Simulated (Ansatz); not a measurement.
Gas-phase electronic energies from Ansatz, PBE0-D4/def2-TZVP geometries. CCSD(T)/CBS adds triple-zeta CCSD(T) − MP2 to the extrapolated MP2 energy (def2 sets, frozen cores). This one scheme is used for every species. Functionals use def2-TZVPP. Elements past krypton have def2 core potentials. For In outer-core shells are correlated without core-valence functions, which leaves a few kJ/mol of doubt a bond.

Reaction (redistribution): `[NH2][InH2]` + `[SiH]N([SiH3])[SiH3]` → `[SiH3][N]([SiH3])[InH2]` + `N[SiH]`

**Question.** Is it downhill or uphill in electronic energy at CCSD(T)/CBS, and by how much? (An estimate is asked.)

**Answer.** The calculation gave: Downhill: ΔE = -6.9 kcal/mol.

**Question.** What do these levels give: PBE-D4, revPBE-D4, r2SCAN0-D4, r2SCAN0, LC-ωPBE, MP2/def2-SVP? (An estimate is asked.)

**Answer.** Ansatz gave: PBE-D4 -5.5, revPBE-D4 -5.0, r2SCAN0-D4 -6.3, r2SCAN0 -6.4, LC-ωPBE -5.7, MP2/def2-SVP -7.8 kcal/mol.

Largest T1 diagnostic among the species: 0.016.

Leaving LDA and LC-ωPBE aside and taking each functional with its dispersion term where it has one, the values, not all of them listed here, spread over 2.0 kcal/mol, from B97M-V to revPBE-D4.
